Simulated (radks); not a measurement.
Effect of the nuclear size on the zirconium ion Zr3+, [Kr] 4d1. Method: Dirac Kohn-Sham, exchange-only LDA, spin-unpolarised, spherical densities, finite nucleus; open shells are shared between the two j in proportion to 2j + 1; Fermi nuclear charge, rms radius 4.2694 fm; computed with a radial shooting solver on a logarithmic mesh with Libxc functionals. The rms radius is varied about that value; shifts are against it.

rms radius (fm),total energy shift (eV),density at nucleus (e/bohr^3),1s1/2 shift (meV),2s1/2 shift (meV),4s1/2 shift (meV),5s1/2 (empty) shift (meV)
3.6461,-0.295,7.556e+04,-125,-13.1,-0.349,-0.065
3.9193,-0.171,7.502e+04,-72.4,-7.60,-0.202,-0.038
4.2694,0,7.439e+04,0.000,0.000,0.000,0.000
4.4402,0.0882,7.411e+04,37.3,3.92,0.104,0.019
4.8842,0.332,7.342e+04,141,14.8,0.392,0.073

Slopes of the eigenvalues against <r^2> in GHz/fm^2, as finite differences over the two radii next to the reference (eigenvalue slopes, not the field-shift constants of lines): 1s1/2 6090, 2s1/2 640, 4s1/2 17.0, 5s1/2 (empty) 3.16.
